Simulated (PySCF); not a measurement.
## Electron correlation in Al (aluminium, neutral)

[Ne] 3s1 3p1 3d1, one real determinant (an excited configuration). All numbers are calculated (PySCF 2.14, no relativity, point nucleus, in aug-cc-pV(Q+d)Z (7s6p5d3f2g, 89 functions)). Frozen: [Ne]; 3 electrons correlated.

MP2 pair energies summed by pair of shells (mhartree):

```
 pair  energy  share (%)
3s-3p   -2.60       36.2
3p-3d   -2.43       33.8
3s-3d   -2.15       29.9
```

Total MP2 correlation energy: -7.19 mhartree.

Same-spin part -7.19 and opposite-spin part 0.00 mhartree; SCS-MP2 scales them by 1/3 and 6/5 to -2.40 mhartree.

The reference is one real determinant that mixes LS terms of this configuration.
